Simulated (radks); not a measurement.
Question: The mean radii <r> (bohr) of the occupied orbitals of an atom or ion are listed with their occupations. Calculated with a radial shooting solver on a logarithmic mesh with Libxc functionals: non-relativistic Kohn-Sham, TPSS, spin-polarised, spherical densities, point nucleus; meta-GGA in the generalised Kohn-Sham scheme.

| orbital | occ. | <r> |
|---|---|---|
| 1s up | 1 | 0.02125 |
| 1s down | 1 | 0.02125 |
| 2s up | 1 | 0.08599 |

Name the element and its charge. Open shells, if any, are filled with parallel spins first.

Answer: Z = 71, lutetium, charge +68: Lu68+ in [He] 2s1. The 1s radius gives Z: for a bare nucleus <r> = 1.5/Z, 0.02113 bohr for Z = 71, and screening makes it slightly larger (0.02125 here). The occupations add up to 3, and the charge is Z minus that.
